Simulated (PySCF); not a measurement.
Gas-phase reaction: Ge(OH)4 + 3 H2 → GeH2 + 4 H2O

Energies from PySCF, thermal terms from the rigid-rotor harmonic-oscillator model, ideal gas at 1 bar. † marks an energy on the PBE0/def2-TZVP geometry and frequencies; other levels use their own. 6-31G* has spherical d functions here. All species are closed-shell singlets. B3LYP is the form with VWN-RPA correlation. Ge: all electrons, no relativistic terms. Ge(OH)4, GeH2: computed as isolated molecules; such fragments, hydroxides, amides, oligomers or adducts are transient or little studied in the gas. The harmonic model lacks anharmonicity and excited electronic states, which grow with temperature; levels with a mode under 35 cm⁻¹ are left out. Internal rotation in Ge(OH)4 is treated as a harmonic vibration of one conformer, which makes the entropy rough.

| level | ΔE electronic, kJ | ΔH°(298 K), kJ | ΔS°(298 K), J/K | ΔG°(1400 K), kJ |
|---|---|---|---|---|
| B3LYP/6-31G* | 309 | 337 | 233 | 63 |
| BLYP/def2-TZVP† | 249 | 278 | 231 | 7 |
| HF/6-31G* | 246 | 280 | 238 | 0 |
| PBE0/def2-SVP† | 278 | 307 | 231 | 36 |
| PBE0/def2-TZVP | 268 | 297 | 231 | 26 |
ΔH° is lowest at BLYP/def2-TZVP† and highest at B3LYP/6-31G*. No reference value is set beside these.
